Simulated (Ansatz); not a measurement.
Born–Oppenheimer molecular dynamics of CH5BF2Si (10 atoms, charge 0, multiplicity 1). It starts at the highest image of a converged band. Of that band: The profile has 3 maxima (images 1, 5, 7) with wells between them (images 3, 6): this band takes more than one step, which may be the mechanism or a detour left from its start path. A vibrational analysis at the climbing image gives one clearly imaginary mode, 74i cm⁻¹: a first-order saddle point.

All numbers below come from UKS revPBE-D4/def2-SVP (Ansatz 0.2.0).

- ensemble: NVE (velocity Verlet)
- time step: 0.5 fs
- steps asked: 200
- starting velocities drawn for: 300 K
- seed: 12033

First frame:

```xyz
10
Properties=species:S:1:pos:R:3
C -1.114 -0.386 0.505
B 0.496 -0.099 0.740
Si 1.036 0.512 -1.058
F 1.806 -0.289 -2.256
F 0.440 1.822 -1.831
H -1.710 0.504 0.218
H -1.351 -1.208 -0.201
H -1.482 -0.708 1.504
H 1.216 -1.076 0.927
H 0.745 0.874 1.452
```

Question: How far do the bonds stretch over the last three quarters of this one trajectory? (Pairs bonded in most of those frames.)

Answer: 
```csv
bond,mean (Å),spread (Å),shortest,longest
C1–B2,1.665,0.028,1.62,1.71
C1–H6,1.111,0.016,1.09,1.14
C1–H7,1.111,0.014,1.09,1.14
C1–H8,1.116,0.027,1.07,1.16
B2–Si3,1.975,0.037,1.93,2.05
B2–H9,1.237,0.038,1.18,1.30
B2–H10,1.230,0.017,1.19,1.26
Si3–F4,1.634,0.013,1.61,1.65
Si3–F5,1.635,0.016,1.61,1.66
```

Mean temperature of the second half: 161 K. The conserved energy stayed within 0.13 meV per atom of its start (net change 0.072 meV per atom), so the integration is sound. A run of 0.1 ps of so small a system gives no equilibrium averages. The orbitals stay closed-shell, which can raise the energy where a bond breaks towards radicals; this wasn't checked here.

Time of the run: 8.2 min on 2 threads of Intel(R) Xeon(R) Platinum 8259CL CPU @ 2.50GHz (Skylake/Cascade Lake) (shared host), peak memory 0.18 GiB.
